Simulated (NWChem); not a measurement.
C₄H₉NSi; SMILES C(=N\C1CC1)/[SiH3]

```xyz
15

Si     0.0051     2.6097    -0.1870
C     -0.0222     0.8924     0.5947
N      0.0041    -0.1493    -0.1380
C     -0.0167    -1.4240     0.4619
C     -0.7335    -2.5149    -0.2949
C      0.7544    -2.5138    -0.2413
H     -1.2173     3.3709     0.2225
H      1.1941     3.3722     0.3093
H      0.0587     2.4923    -1.6714
H     -0.0617     0.8005     1.7048
H     -0.0563    -1.4607     1.5626
H     -1.2112    -2.2104    -1.2288
H     -1.2863    -3.2510     0.2941
H      1.2977    -2.2085    -1.1383
H      1.2644    -3.2491     0.3861
```
Atoms are numbered in this order, from 1.

Coordinates come from a PBE0/def2-SVP optimisation.

Give the principal values of the shielding tensors (ppm) of Si1, C2, N3, C4, C5 from PBE/pcSseg-1, GIAO (NWChem), with their diamagnetic and paramagnetic parts as GIAO splits them.


```
atom     σ11     σ22    σ33  isotropic  diamagnetic  paramagnetic
----  ------  ------  -----  ---------  -----------  ------------
Si1    370.5   409.1  451.2      410.3        881.6        -471.4
C2     -70.8     1.9  110.1       13.7        257.1        -243.4
N3    -547.0  -226.7  201.8     -190.6        325.9        -516.5
C4      85.5    93.6  201.3      126.8        248.5        -121.7
C5     135.3   168.1  189.8      164.4        246.8         -82.4
```
